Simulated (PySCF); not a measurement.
Dipole response of Pt⁻ (platinum, charge -1)

[Xe] 4f14 5d9 6s2, 2D determinant. Computed with PySCF 2.14 in def2-QZVPP with one added diffuse shell each of s, p, d, f, g type with the def2 core potential (60 electrons) (8s6p5d5f3g, 113 functions), with scalar relativity through the core potential. Coupled (time-dependent) response in atomic units; α is the mean over directions.

| method | mean α (bohr³) | α xx, yy, zz | C₆ (like pair) | S(−4) |
| --- | --- | --- | --- | --- |
| MN15 | 122.5 | 120.9, 120.9, 125.6 | 1762 | 7486 |

S(−4) is the Cauchy moment in α(ω) = α(0) + S(−4) ω² + …

Spin-orbit coupling is absent.

α(iu) at MN15:

```tsv
u (hartree)	α(iu) (bohr³)
0	122.5
0.0500	106.9
0.100	80.36
0.200	45.99
0.300	30.19
0.500	17.05
0.750	10.60
1.00	7.446
1.50	4.371
2.00	2.903
3.00	1.552
5.00	0.6493
```

A single London oscillator, α(iu) = α/(1 + u²/ω²), gives C₆ = (3/4) ω α². Matching the computed C₆ needs ω = 4 × 1762 / (3 × 122.5²) = 0.157 hartree.

For an ion, C₆ is the dispersion term alone; charge-induced terms of lower order in 1/R come first.

The components differ because the open shell of this determinant is not spherical; for a pure term their mean is the scalar polarisability.

Energies and moments cover only the electrons outside the core potential. Spin-orbit coupling, absent here, splits the open shell strongly.
